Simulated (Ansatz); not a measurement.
A structure relaxed at PBE0-D4/def2-TZVP, charge 0, multiplicity 2:

Cartesian coordinates in Å:
```
C -0.345 -1.074 -0.959
Si -0.193 0.412 0.103
O 1.189 1.253 -0.194
O -0.280 -0.165 1.641
H -0.601 -2.051 -0.561
H -0.222 -1.035 -2.037
H -1.250 1.424 -0.142
H 2.009 0.755 -0.200
H -0.307 0.481 2.348
```

(1) Give its formula and SMILES.

(2) Summarise the bond lengths by kind.

Results:

(1) CH5O2Si, `[CH2][SiH](O)O`.

(2) 1 × C–Si 1.833 Å; 2 × C–H 1.085 to 1.086 Å; 2 × O–Si 1.645 Å; 1 × H–Si 1.484 Å; 2 × H–O 0.958 to 0.959 Å.

Computed with Ansatz.
